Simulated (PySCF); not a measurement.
All values below come from PBE-D3(BJ)/def2-TZVP // r2SCAN-D4/def2-SVP in PySCF. Isolated molecules, 0 K electronic values unless said otherwise. One relaxed conformer stands for a flexible species; it need not be the lowest. 

Reference species: [Nb(F)5] (neutral, multiplicity 1).

The LUMO is -4.20 eV and the coordination number comes out as 5.

Changed species: [Nb(F)(NH2)4] (4 of 5 F replaced by NH2; the reference has 0 of 5 F replaced by NH2).

Task: What does the change do to the LUMO and coordination number?

Result: the LUMO rises by 2.19 eV, to -2.01 eV; the coordination number is nearly the same.
